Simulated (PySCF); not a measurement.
**Basis and Hamiltonian dependence of the ionisation energy of Mo**

Mo [Kr] 4d5 5s1 (7S) → Mo+ [Kr] 4d5 (6S). All values are computed (PySCF 2.14, energy differences of UHF-based or UKS calculations, no spin-orbit coupling). Values in eV.

| basis | Hamiltonian | functions | UHF | PBE | PBE0 | MP2 (valence) | CCSD(T) (valence) | CCSD(T) (valence and next inner shell) |
| --- | --- | --- | --- | --- | --- | --- | --- | --- |
| def2-SVP with the def2 core potential (28 electrons) | ECP | 31 | 6.301 | 7.549 | n/a | 6.699 | n/a | n/a |
| cc-pVDZ-PP with ECP28MDF | ECP | 38 | 6.257 | 7.513 | n/a | 6.691 | n/a | n/a |
| x2c-SVPall | spin-free X2C | 53 | 6.268 | 7.446 | 7.192 | 6.629 | n/a | n/a |
| aug-cc-pVDZ-PP with ECP28MDF | ECP | 54 | 6.256 | 7.513 | 7.245 | 6.788 | 6.865 | n/a |
| def2-TZVPPD with the def2 core potential (28 electrons) | ECP | 56 | 6.269 | 7.513 | 7.250 | 6.797 | 6.852 | 7.065 |
| cc-pVTZ-PP with ECP28MDF | ECP | 63 | 6.244 | n/a | 7.244 | 6.786 | n/a | n/a |
| x2c-TZVPall | spin-free X2C | 63 | 6.255 | n/a | 7.194 | 6.669 | n/a | n/a |
| ANO-RCC-VTZP | spin-free X2C | 68 | 6.264 | 7.463 | 7.205 | 6.798 | 6.848 | 7.036 |
| aug-cc-pwCVDZ-PP with ECP28MDF | ECP | 70 | 6.246 | 7.524 | 7.247 | 6.785 | 6.849 | 7.080 |
| def2-QZVPPD with the def2 core potential (28 electrons) | ECP | 81 | 6.280 | 7.554 | 7.279 | 6.841 | 6.907 | 7.112 |
| aug-cc-pVTZ-PP with ECP28MDF | ECP | 88 | 6.243 | 7.521 | 7.244 | 6.815 | 6.888 | n/a |
| x2c-TZVPPall with one added diffuse shell each of s, p, d, f type | spin-free X2C | 95 | 6.255 | 7.453 | 7.194 | 6.805 | 6.874 | 7.074 |
| aug-cc-pVTZ-DK | spin-free X2C | 102 | 6.251 | 7.464 | 7.200 | 6.825 | 6.899 | n/a |
| aug-cc-pwCVTZ-PP with ECP28MDF | ECP | 122 | 6.241 | 7.521 | 7.243 | 6.815 | n/a | n/a |

Frozen in the all-electron rows: valence: [Kr]; valence and next inner shell: [Ar] 3d10; with a core potential, the same shells as far as they lie outside it.

Reference for a calculation without spin-orbit coupling: 7.092 eV (measured, between term centres; NIST).
